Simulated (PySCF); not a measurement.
## Polarisability and C₆ of Mn⁺ (manganese, charge +1)

[Ar] 3d6, high-spin 5D determinant (an excited configuration). Calculation: PySCF 2.14, in x2c-QZVPPall with one added diffuse shell each of s, p, d, f, g type (12s8p6d5f3g, 128 functions); the spin-free X2C one-electron Hamiltonian (Gaussian nucleus). Coupled (time-dependent) response in atomic units; α is the mean over directions.

```json
{"method": "r2SCANh", "mean α (bohr³)": "13.61", "α xx, yy, zz": "15.33, 15.33, 10.18", "C₆ (like pair)": "50.12", "S(−4)": "278.1"}
```

S(−4) is the Cauchy moment in α(ω) = α(0) + S(−4) ω² + …

α(iu) at r2SCANh:

```csv
u (hartree),α(iu) (bohr³)
0,13.61
0.0500,12.98
0.100,11.60
0.200,8.881
0.300,7.014
0.500,4.892
0.750,3.522
1.00,2.722
1.50,1.818
2.00,1.315
3.00,0.7843
5.00,0.3720
```

A single London oscillator, α(iu) = α/(1 + u²/ω²), gives C₆ = (3/4) ω α². Matching the computed C₆ needs ω = 4 × 50.12 / (3 × 13.61²) = 0.361 hartree.

For an ion, C₆ is the dispersion term alone; charge-induced terms of lower order in 1/R come first.

The components differ because the open shell of this determinant is not spherical; for a pure term their mean is the scalar polarisability.
